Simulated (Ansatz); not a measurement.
`O=CB[TeH]` + H–F → `O=CF` + `B[TeH]`  (substitution at a C–B bond)

Computed with Ansatz on PBE0-D4/def2-TZVP structures; ΔE is electronic, products minus reactants. CCSD(T)/CBS adds triple-zeta CCSD(T) − MP2 to the extrapolated MP2 energy (def2 sets, frozen cores). This one scheme is used for every species. def2 core potentials past Kr. For Te outer-core shells are correlated without core-valence functions, which leaves a few kJ/mol of doubt a bond. One conformer a species, not always the lowest.

`O=CB[TeH]`:

Cartesian coordinates in Å:
```
O -1.221 1.452 0.238
C -0.245 0.993 -0.310
B 0.723 -0.048 0.365
Te 0.219 -2.080 0.492
H 0.004 1.324 -1.350
H 1.787 0.273 0.795
H -1.267 -1.914 -0.229
```

H–F:

Cartesian coordinates in Å:
```
F -0.439 0.081 -0.109
H 0.439 -0.081 0.109
```

`O=CF`:

```xyz
4

O     1.093   -0.536   -0.185
C     0.080    0.025    0.011
F    -1.112   -0.529   -0.224
H    -0.061    1.041    0.398
```

`B[TeH]`:

Z-matrix (Å, degrees):
```
B
Te 1 2.099
H 1 1.189 2 120.6
H 1 1.191 2 116.2 3 -180.0
H 2 1.659 1 96.2 3 -0.0
```

```
    species  CCSD(T)/CBS(def2) energy (Eh)
`O=CB[TeH]`                     -407.52349
        H–F                     -100.39570
     `O=CF`                     -213.60827
   `B[TeH]`                     -294.31292
```

Problem. Work out ΔE.

Solution. ΔE = (-213.60827) + (-294.31292) − (-407.52349) − (-100.39570) = -0.00200 Eh = -5.3 kJ/mol.

Problem. What do rigid-rotor, harmonic-oscillator terms from PBE0-D4/def2-TZVP frequencies (298.15 K, 1 bar) make of the CCSD(T)/CBS value? (Estimate.)

Solution. The calculation gave: ΔZPE = +3.3 kJ/mol, ΔH = -5.7 kJ/mol, ΔS = 9 J/(mol·K), ΔG = -8.3 kJ/mol. Modes under 50 cm⁻¹ make the entropy rough.

Largest T1 diagnostic among the species: 0.017.

Leaving LDA and LC-ωPBE aside and taking each functional with its dispersion term where it has one, the values, not all of them listed here, spread over 11.3 kJ/mol, from ωB97X-V to revPBE-D4. At CCSD(T), def2-SVP lies −29.2 kJ/mol from the extrapolated value and def2-TZVPP −9.0 kJ/mol.
